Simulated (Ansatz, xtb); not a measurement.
Molecule: LiCl, charge 0, multiplicity 1. 
Geometry from a B3LYP-D3(BJ)/def2-TZVP (Ansatz, a program for electronic structure) optimisation:
SMILES: [Li][Cl]
```xyz
2

Li     0.0000     0.0000    -1.7146
Cl     0.0000     0.0000     0.3026
```

Harmonic wavenumbers from GFN2-xTB (xtb, at its own minimum), cm⁻¹: 654.

**Question.** Give the harmonic wavenumbers at B3LYP-D3(BJ)/def2-TZVP (Ansatz, finite differences of forces, unscaled).

**Answer.** 650 cm⁻¹. Zero-point energy 0.9 kcal/mol.

**Question.** From these and the geometry, give the ideal-gas thermochemistry at 298.15 K and 1 atm (rigid rotor, harmonic oscillator).

**Answer.** Point group C∞v, rotational symmetry number 1. Rotational constants 21.4, 21.4 GHz. S(trans) 37.16, S(rot) 13.26, S(vib) 0.37, S(elec, spin only) 0.00, S 50.8 cal/(mol K). H(298) - H(0) 2.16 kcal/mol; G - E(el) -12.1 kcal/mol.
